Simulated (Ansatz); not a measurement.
Job for Ansatz (a quantum-chemistry and plane-wave program): R-B3LYP/def2-TZVPPD on C2H6N2 (a complex). Files ending in .json are basis or fitting sets from the Basis Set Exchange.

Ansatz 0.2 input:
```yaml
crystal:
  periodic: [false, false, false]
  atoms:
    - {symbol: N, position_ang: [-0.05341501, 0.00409944, 0.17064993]}
    - {symbol: H, position_ang: [0.64985827, 0.30730519, -0.49366318]}
    - {symbol: H, position_ang: [0.37040848, -0.71429221, 0.74933568]}
    - {symbol: H, position_ang: [-0.79547741, -0.43773557, -0.36034019]}
    - {symbol: C, position_ang: [-0.39806443, 1.24111940, 3.27659942]}
    - {symbol: C, position_ang: [0.27754050, -0.03735836, 3.41933023]}
    - {symbol: N, position_ang: [0.81084847, -1.05339286, 3.49616950]}
    - {symbol: H, position_ang: [-1.34320154, 1.23083703, 3.82001275]}
    - {symbol: H, position_ang: [0.22638188, 2.04357983, 3.67006069]}
    - {symbol: H, position_ang: [-0.58578520, 1.40747096, 2.21390878]}
basis:
  gaussian:
    orbitals: def2-TZVPPD.json
hamiltonian:
  xc: {name: B3LYP}
scf: {lower_state_search: off}
```

The head of its log:

```
WARN ansatz: RAYON_NUM_THREADS=2 ignored (pool sized by the plan → 2); use --threads N
Functional definition: B3LYP
these checks for a lower state are left out or cut short: stability, starts, cluster_reference, orbital_swaps, neighbouring_geometries, increment
integrals: 0.13 GiB planned
1060 factors; their error is unknown
mean field: 1.35 GiB planned
mean field evaluation 1: about -5141.7899 eV, gradient 7.9e1 eV
mean field evaluation 2: about -5128.3908 eV, gradient 1.1e2 eV
```

**Question.** Give the final energy of this run.

**Answer.** -189.4064 hartree.
